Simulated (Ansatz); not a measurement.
`C[SiH](F)[SnH3]` + H₂O → `C[SiH](O)[SnH3]` + H–F  (formal hydrolysis of the Si–F bond)

Program: Ansatz. Geometries: PBE0-D4/def2-TZVP. ΔE: electronic, gas phase. CBS: MP2 limit from def2 TZ/QZ plus the TZ coupled-cluster correction, frozen cores. This one scheme is used for every species. DFT in def2-TZVPP. B3LYP here is the variant with VWN-RPA as its local correlation; programs differ in this. def2 core potentials past Kr. For Sn outer-core shells are correlated without core-valence functions, which leaves a few kJ/mol of doubt a bond. Each species was taken in one conformer, which may not be the lowest.

```json
{"level": "PBE-D4", "ΔE (kcal/mol)": "10.2", "difference from CCSD(T)/CBS": "-0.4"}
{"level": "r2SCAN-D4", "ΔE (kcal/mol)": "11.0", "difference from CCSD(T)/CBS": "0.4"}
{"level": "PBE0-D4", "ΔE (kcal/mol)": "10.2", "difference from CCSD(T)/CBS": "-0.4"}
{"level": "B3LYP-D4", "ΔE (kcal/mol)": "11.0", "difference from CCSD(T)/CBS": "0.4"}
{"level": "ωB97X-V", "ΔE (kcal/mol)": "11.2", "difference from CCSD(T)/CBS": "0.6"}
{"level": "ωB97M-V", "ΔE (kcal/mol)": "11.0", "difference from CCSD(T)/CBS": "0.4"}
{"level": "B2PLYP", "ΔE (kcal/mol)": "11.2", "difference from CCSD(T)/CBS": "0.6"}
{"level": "PBE", "ΔE (kcal/mol)": "10.8", "difference from CCSD(T)/CBS": "0.2"}
{"level": "r2SCAN", "ΔE (kcal/mol)": "11.2", "difference from CCSD(T)/CBS": "0.6"}
{"level": "PBE0", "ΔE (kcal/mol)": "10.7", "difference from CCSD(T)/CBS": "0.1"}
{"level": "B3LYP", "ΔE (kcal/mol)": "11.9", "difference from CCSD(T)/CBS": "1.3"}
{"level": "HF/def2-TZVPP", "ΔE (kcal/mol)": "12.7", "difference from CCSD(T)/CBS": "2.1"}
{"level": "MP2/def2-TZVPP", "ΔE (kcal/mol)": "9.6", "difference from CCSD(T)/CBS": "-1.0"}
{"level": "SCS-MP2/def2-TZVPP", "ΔE (kcal/mol)": "10.4", "difference from CCSD(T)/CBS": "-0.2"}
{"level": "CCSD/def2-TZVPP", "ΔE (kcal/mol)": "10.7", "difference from CCSD(T)/CBS": "0.1"}
{"level": "CCSD(T)/def2-TZVPP", "ΔE (kcal/mol)": "10.3", "difference from CCSD(T)/CBS": "-0.3"}
{"level": "HF/def2-QZVPP", "ΔE (kcal/mol)": "13.0", "difference from CCSD(T)/CBS": "2.4"}
{"level": "MP2/def2-QZVPP", "ΔE (kcal/mol)": "9.9", "difference from CCSD(T)/CBS": "-0.7"}
{"level": "SCS-MP2/def2-QZVPP", "ΔE (kcal/mol)": "10.7", "difference from CCSD(T)/CBS": "0.1"}
{"level": "HF/CBS(def2)", "ΔE (kcal/mol)": "13.0", "difference from CCSD(T)/CBS": "2.4"}
{"level": "MP2/CBS(def2)", "ΔE (kcal/mol)": "10.0", "difference from CCSD(T)/CBS": "-0.6"}
{"level": "CCSD/CBS(def2)", "ΔE (kcal/mol)": "11.0", "difference from CCSD(T)/CBS": "0.4"}
{"level": "CCSD(T)/CBS", "ΔE (kcal/mol)": "10.6", "difference from CCSD(T)/CBS": "0"}
```

Largest T1 diagnostic among the species: 0.013.

In def2-TZVPP, CCSD(T) changes the Hartree–Fock value by −2.4 kcal/mol (the triples alone add −0.4 kcal/mol) and MP2 by −3.0 kcal/mol. The D4 term adds −0.9 kcal/mol with B3LYP and −0.5 kcal/mol with PBE0; it sums over pairs of atoms, weighted by their polarisabilities, and B3LYP, whose exchange is more repulsive, gets the larger term.
